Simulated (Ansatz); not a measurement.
```yaml
crystal:
  periodic: [false, false, false]
  atoms:
    - {symbol: C, position_ang: [0.218699, 1.254430, -1.309192]}
    - {symbol: C, position_ang: [0.415326, 1.184403, -0.495507]}
    - {symbol: Ge, position_ang: [0.506759, -0.804250, 0.354129]}
    - {symbol: O, position_ang: [-0.621013, -1.156530, 1.907928]}
    - {symbol: H, position_ang: [-0.369921, 2.152954, -1.983677]}
    - {symbol: H, position_ang: [0.853131, 1.658410, 0.386609]}
    - {symbol: H, position_ang: [1.733593, -1.464817, 0.634148]}
    - {symbol: H, position_ang: [-0.592526, -1.797583, -0.832230]}
    - {symbol: H, position_ang: [-1.374738, -0.735924, 1.696661]}
basis:
  gaussian: {orbitals: def2-SVPD, final_grid: {core_spheres: 1, valence_spheres: 1, degree: 5}}
total_charge: -1
hamiltonian: {xc: {name: PBE}}
output: {forces: true}
```

```sh
$ ansatz run in.yaml --threads 4 --pin off --events-out ev --progress --plain --max-ram 10444MiB
```

Output, abridged:

```
Functional definition: PBE
1252 factors; their error is unknown
mean field evaluation 1: about -60656.5577 eV, gradient 8.9e1 eV
mean field evaluation 2: about -60500.5593 eV, gradient 2.2e2 eV
mean field evaluation 4: about -60664.7575 eV, gradient 5.9e1 eV
mean field evaluation 8: about -60674.2507 eV, gradient 6.4e-1 eV
mean field evaluation 16: about -60682.3276 eV, gradient 1.3e0 eV
mean field evaluation 32: about -60682.3433 eV, gradient 4.6e-5 eV
a density is far from that of the atoms, so the factors are made again for it
1437 factors; integrals over basis functions are off by at most 9.7e-4 eV
mean field -60682.34313732 eV, -2230.0349783271 hartree, gradient 2.5e-5 eV, S^2 0.000000; 0 other end points of the search recorded, 0 dependent functions left out
reference -60682.34334682 eV, -2230.0349860260 hartree; 29, 29 occupied and 112, 112 virtual orbitals, 1437 factors
Total energy: -60682.34334682 eV, -2230.0349860260 hartree
Atom 0 at     0.218699     1.254430    -1.309192 Å, force   -29.238588     9.724494  -146.508671 eV/Å
Atom 1 at     0.415326     1.184403    -0.495507 Å, force    29.516547     2.800109   148.860050 eV/Å
Atom 2 at     0.506759    -0.804250     0.354129 Å, force    -5.202052    -5.059928    -6.891554 eV/Å
Atom 3 at    -0.621013    -1.156530     1.907928 Å, force    -3.815141     2.123969     4.240371 eV/Å
Atom 4 at    -0.369921     2.152954    -1.983677 Å, force     1.919979    -4.068188     1.532455 eV/Å
Atom 5 at     0.853131     1.658410     0.386609 Å, force    -1.647299    -2.511746    -2.691716 eV/Å
Atom 6 at     1.733593    -1.464817     0.634148 Å, force     1.732219    -0.896403     0.914358 eV/Å
Atom 7 at    -0.592526    -1.797583    -0.832230 Å, force     0.762023    -0.180604    -1.211475 eV/Å
Atom 8 at    -1.374738    -0.735924     1.696661 Å, force     5.972311    -1.931702     1.756182 eV/Å
Dipole moment:     0.207141     0.812323     0.103289 e Å
```

Task: What is wrong with this run?

Result: The integration grid is far too coarse. The run converged. The result belongs to that input, not to the molecule as meant.
